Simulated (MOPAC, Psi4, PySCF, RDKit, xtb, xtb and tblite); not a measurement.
Two geometries of C2H7BO3Si, SMILES OB(O)[SiH2]CC=O, relaxed at GFN2-xTB with one dihedral held; other torsions can differ between them too.

Structure A

```
14

O     -1.4756     0.9732    -1.4832
C     -1.9340     0.2502    -0.6280
C     -1.2491    -0.9177    -0.0488
Si     0.6848    -0.6990    -0.0420
B      1.4541    -0.3553    -1.8339
O      2.6719    -0.9005    -2.0738
O      0.8955     0.3859    -2.8142
H     -2.9257     0.4891    -0.1959
H     -1.6648    -1.1564     0.9270
H     -1.4607    -1.7700    -0.6977
H      1.1312    -1.9246     0.6425
H      0.8855     0.3813     0.9464
H      3.0342    -0.6992    -2.9402
H      0.0340     0.7715    -2.6066
```

Structure B

```
14

O     -1.0830     1.0826    -1.5145
C     -1.7236     0.4212    -0.7444
C     -1.2998    -0.8869    -0.1607
Si    -2.5752    -1.6771     1.0427
B     -2.9697    -0.4682     2.5632
O     -3.7814    -0.9504     3.5256
O     -2.5137     0.8035     2.7402
H     -2.7295     0.7692    -0.4200
H     -1.0961    -1.5551    -0.9996
H     -0.3230    -0.7404     0.3082
H     -1.9868    -2.9766     1.4047
H     -3.7402    -2.0039     0.2008
H     -3.9604    -0.3444     4.2494
H     -1.9375     1.1831     2.0794
```

Which is lower in energy at the level Psi4 with B3LYP-D3(BJ)/def2-SVP // GFN2-xTB, and by how much?

A is lower, by 46.98 kJ/mol (dihedral O1–C2–C3–Si4: 30° in A, 180° in B).

E(B) − E(A) in kJ/mol at the other levels, on the same two geometries: GFN2-xTB (xtb and tblite) 35.11; B3LYP/def2-SVP // GFN2-xTB (Psi4) 45.53; PBE/def2-SVP // GFN2-xTB (Psi4) 46.09; PBE-D3(BJ)/def2-SVP // GFN2-xTB (Psi4) 46.82; UFF // GFN2-xTB (RDKit) -103.70; AM1, restricted, heats of formation // GFN2-xTB (MOPAC) -3.03; PM3, restricted, heats of formation // GFN2-xTB (MOPAC) -4.51; GFN1-xTB // GFN2-xTB (xtb) 41.04; restricted B3LYP/6-31G*, spherical d, density fitting // GFN2-xTB (PySCF) 45.49; restricted M06-2X/6-31G*, spherical d, density fitting // GFN2-xTB (PySCF) 45.79; restricted LDA (SVWN5)/6-31G*, spherical d, density fitting // GFN2-xTB (PySCF) 57.01; restricted MP2 (frozen core)/6-31G*, spherical d // GFN2-xTB (PySCF) 44.53.
